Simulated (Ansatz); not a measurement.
Consider the ligand exchange at the Si–C bond: `N[CH]([SiH3])[GeH3]` + `CC=N` → `C/C=N\[SiH3]` + `N[CH2][GeH3]`.

Gas-phase electronic energies from Ansatz, PBE0-D4/def2-TZVP geometries. CCSD(T)/CBS is the MP2 limit (def2-TZVPP, def2-QZVPP) plus CCSD(T) − MP2 in def2-TZVPP, frozen cores. Functionals use def2-TZVPP. B3LYP here is the variant with VWN-RPA as its local correlation; programs differ in this. For Ge outer-core shells are correlated without core-valence functions, which leaves a few kJ/mol of doubt a bond. Scalar relativity is left out up to krypton. Each species was taken in one conformer, which may not be the lowest.

Is it downhill or uphill in electronic energy at CCSD(T)/CBS, and by how much? (Best estimate.)

The calculation gave: Downhill: ΔE = -0.34 eV.

What do these levels give: PBE-D4, B3LYP-D4, ωB97X-V, PBE0, MP2/def2-TZVPP, CCSD/CBS(def2)? (An estimate is asked.)

Computed: PBE-D4 -0.34, B3LYP-D4 -0.42, ωB97X-V -0.37, PBE0 -0.38, MP2/def2-TZVPP -0.36, CCSD/CBS(def2) -0.36 eV.

Largest T1 diagnostic among the species: 0.013.

In def2-TZVPP, CCSD(T) changes the Hartree–Fock value by +0.20 eV (the triples alone add +0.02 eV) and MP2 by +0.17 eV. The D4 term adds +0.05 eV with B3LYP and +0.02 eV with PBE0; it sums over pairs of atoms, weighted by their polarisabilities, and B3LYP, whose exchange is more repulsive, gets the larger term.
